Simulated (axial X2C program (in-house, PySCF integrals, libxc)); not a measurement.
# InP: from the spin-free to the two-component result

Calculated with an in-house relativistic program for diatomic molecules. Spin-free means the one-electron spin-free X2C Hamiltonian; two-component (2c) means X2C with spin–orbit coupling and atomic mean-field two-electron Coulomb and Gaunt terms, so the difference of the two also holds small scalar two-electron terms. Basis: In dyall-cv3z [11s12p9d4f1g], P dyall-v3z [8s7p2d1f] (cores contracted in-house); Gaussian nuclei, density fitting, unrestricted open shells. Masses: In 114.904 u, P 30.974 u.

Spin-free state: M_S = 1, Λ = 0 (beyond evenly filled blocks: π+α, π-α); fragments In + P.

| level | Re (Å) | ωe (cm⁻¹) | De (eV) | μ (D) |
| --- | --- | --- | --- | --- |
| PBE0 | 2.646 | 255.4 | 1.967 | -2.10 |
| PBE | 2.677 | 243.0 | 2.089 | -2.09 |

Dipoles are positive if P is the positive end.

Two-component determinant lowest at the distance of the search:

Ω = 2 (⟨Sz⟩ = 1.00, ⟨Lz⟩ = 1.00 at PBE0); fragments In + P.

```tsv
level	Re (Å)	ωe (cm⁻¹)	μ (D)
PBE0	2.429	303.1	-2.93
PBE	2.445	295.1	-2.70
```

Q: From the two tables, how do the constants change at the PBE0 level (2c against spin-free)?

A: At the PBE0 level Re drops by 0.217 Å and ωe increases by 47.7 cm⁻¹. The two determinants differ in configuration, so these shifts compare two states and are not the spin–orbit effect on one state.

Dissociation energies refer to the lowest single-determinant-based atoms at the same level and basis. De is not given where an atomic determinant may have missed its ground term or J level, or where the truncated virtual space spoils (T). Density functionals use the spin component along the axis (collinear). The functionals have no current-density term, which raises determinants with orbital currents, atoms included. The state is one determinant with fixed occupations, lowest in a PBE0 search at one distance only: followed along the bond, the 2c determinant Ω = 1 reaches 0.25 eV lower at PBE0, at Re = 2.646 Å, so the state shown is not the lowest. With several unpaired electrons one determinant need not be a pure state. A state of lower Ω lies just above, and one determinant can place such states too high, so the state shown need not be the lowest. The search has Ω = 1 only 0.02 eV up. Open-shell Ω = 0 determinants with evenly filled partner blocks cannot be reached by this program, so the Ω shown need not be the lowest component. At some level and bond length an empty orbital lies below a filled one.
